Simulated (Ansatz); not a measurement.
The same hydrolysis along the group B, Al, Ga, In.

Computed with Ansatz on PBE0-D4/def2-TZVP structures; ΔE is electronic, products minus reactants. CBS: MP2 limit from def2 TZ/QZ plus the TZ coupled-cluster correction, frozen cores. This one scheme is used for every species. DFT in def2-TZVPP. def2 core potentials past Kr. For Ga, In outer-core shells are correlated without core-valence functions, which leaves a few kJ/mol of doubt a bond. Scalar relativity is left out up to krypton. One conformer a species, not always the lowest.

```json
{"reaction": "`FB(F)Cl` + H₂O → `OB(F)F` + HCl", "ωB97X-V (kcal/mol)": "-12.9", "PBE-D4 (kcal/mol)": "-11.4", "B2PLYP (kcal/mol)": "-13.5", "B97M-V (kcal/mol)": "-13.0"}
{"reaction": "`[F][Al]([F])[Cl]` + H₂O → `[OH][Al]([F])[F]` + HCl", "ωB97X-V (kcal/mol)": "5.0", "PBE-D4 (kcal/mol)": "5.4", "B2PLYP (kcal/mol)": "4.0", "B97M-V (kcal/mol)": "5.5"}
{"reaction": "`[F][Ga]([F])[Cl]` + H₂O → `[OH][Ga]([F])[F]` + HCl", "ωB97X-V (kcal/mol)": "12.7", "PBE-D4 (kcal/mol)": "12.9", "B2PLYP (kcal/mol)": "12.1", "B97M-V (kcal/mol)": "13.4"}
{"reaction": "`[F][In]([F])[Cl]` + H₂O → `[OH][In]([F])[F]` + HCl", "ωB97X-V (kcal/mol)": "20.0", "PBE-D4 (kcal/mol)": "19.1", "B2PLYP (kcal/mol)": "19.4", "B97M-V (kcal/mol)": "20.3"}
```

Give the CCSD(T)/CBS values in the same order. (Estimate.)

Ansatz gave: -12.6, 5.5, 13.0, 20.1 kcal/mol.

Largest T1 diagnostic: 0.018, for `[OH][In]([F])[F]`.
